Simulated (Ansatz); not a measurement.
Computed with Ansatz on PBE0-D4/def2-TZVP structures; ΔE is electronic, products minus reactants. CCSD(T)/CBS adds triple-zeta CCSD(T) − MP2 to the extrapolated MP2 energy (def2 sets, frozen cores). Functionals use def2-TZVPP. Each species was taken in one conformer, which may not be the lowest.

`C=C=C([SiH3])[SiH3]` + `OCS` → `[SiH3]OCS` + `C=C=C[SiH3]`  (ligand exchange at the Si–C bond)

Problem. Is it downhill or uphill in electronic energy at CCSD(T)/CBS, and by how much? (An estimate is asked.)

Solution. Ansatz gave: Downhill: ΔE = -68.6 kJ/mol.

Problem. What do these levels give: BLYP-D4, ωB97M-V, r2SCANh, BHLYP, CCSD/def2-TZVPP, HF/def2-QZVPP? (Estimate.)

Solution. Computed: BLYP-D4 -69.7, ωB97M-V -69.6, r2SCANh -69.1, BHLYP -80.3, CCSD/def2-TZVPP -72.4, HF/def2-QZVPP -87.3 kJ/mol.

Problem. What do rigid-rotor, harmonic-oscillator terms from PBE0-D4/def2-TZVP frequencies (298.15 K, 1 bar) make of the CCSD(T)/CBS value? (Estimate.)

Solution. Ansatz gave: ΔZPE = +0.3 kJ/mol, ΔH = -69.3 kJ/mol, ΔS = 7 J/(mol·K), ΔG = -71.4 kJ/mol. Modes under 50 cm⁻¹ make the entropy rough.

Largest T1 diagnostic among the species: 0.013.

In def2-TZVPP, CCSD(T) changes the Hartree–Fock value by +17.0 kJ/mol (the triples alone add +3.0 kJ/mol) and MP2 by +20.0 kJ/mol. At CCSD(T), def2-SVP lies +4.3 kJ/mol from the extrapolated value and def2-TZVPP −0.9 kJ/mol. Leaving LDA and LC-ωPBE aside and taking each functional with its dispersion term where it has one, the values, not all of them listed here, spread over 18.7 kJ/mol, from CAM-B3LYP-D4 to revPBE-D4.
